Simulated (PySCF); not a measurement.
BeH2O2, SMILES [OH][Be][OH]. Atoms are numbered in the order given.

```xyz
5

Be     0.0000     0.0000    -0.0010
O      0.0808    -1.4256    -0.0523
H     -0.4460    -2.0658     0.4206
O     -0.0808     1.4256    -0.0523
H      0.4460     2.0658     0.4206
```
Charge 0, spin multiplicity 1.

Coordinates come from a B3LYP-D3(BJ)/def2-TZVP optimisation. One conformer was computed; it need not be the lowest.

Calculation: HF/pcSseg-2 (PySCF).

GIAO shieldings, no solvent; atoms alike by connectivity are averaged. δ = σ(ref) − σ: ¹⁷O against H2O (σ = 326.0 ppm); ¹H against TMS (σ = 31.98 ppm), references at their B3LYP-D3(BJ)/def2-TZVP geometries, non-relativistic.

Computed chemical shifts:
```
nucleus   atoms  count  δ (ppm)
-------  ------  -----  -------
¹⁷O      O2, O4      2     -3.8
¹H       H3, H5      2     1.83
```
